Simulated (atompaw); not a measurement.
## u(r) = r·R(r): atom against pseudo-atom (La)

Columns: radius, all-electron u(r) and pseudo u(r) of the 6s shell (level -3.84 eV) of lanthanum in the configuration [Kr] 4d10 4f0 5s2 5p6 5d1 6s1.75 6p0.25; PBE, scalar-relativistic, PAW (atompaw) scheme, atompaw 4.2.0.5.

| r (bohr) | all-electron | pseudo |
| --- | --- | --- |
| 0.115 | 0.0154 | -0.0890 |
| 0.231 | -0.1062 | -0.1742 |
| 0.346 | 0.0365 | -0.2501 |
| 0.462 | 0.1525 | -0.3143 |
| 0.577 | 0.1462 | -0.3632 |
| 0.692 | 0.0584 | -0.3956 |
| 0.808 | -0.0549 | -0.4110 |
| 0.923 | -0.1538 | -0.4093 |
| 1.038 | -0.2223 | -0.3920 |
| 1.154 | -0.2567 | -0.3604 |
| 1.269 | -0.2595 | -0.3175 |
| 1.385 | -0.2365 | -0.2649 |
| 1.500 | -0.1945 | -0.2058 |
| 1.615 | -0.1395 | -0.1422 |
| 1.731 | -0.0759 | -0.0754 |
| 1.846 | -0.0092 | -0.0081 |
| 1.962 | 0.0585 | 0.0591 |
| 2.077 | 0.1237 | 0.1238 |
| 2.192 | 0.1853 | 0.1853 |
| 2.308 | 0.2429 | 0.2429 |
| 2.423 | 0.2947 | 0.2947 |
| 2.538 | 0.3411 | 0.3411 |
| 2.654 | 0.3823 | 0.3823 |
| 2.769 | 0.4178 | 0.4178 |
| 2.885 | 0.4484 | 0.4484 |
| 3.000 | 0.4739 | 0.4739 |

How many radial nodes do the two functions have?

The all-electron 6s function has n − l − 1 = 5 (the table is too coarse to show those close to the nucleus); the pseudo-wave has 1, since 1 lower shell of the same l stays in the valence.

At about which radius was the pseudo-wave matched?

2.20 bohr. The columns agree to 0.0005 from 2.08 bohr on; several derivatives are matched, so the curves merge somewhat inside the radius.

Is the pseudo-wave norm-conserving?

No, it belongs to a PAW set: the norm inside the radius is not constrained, and the difference is carried by the augmentation charge.
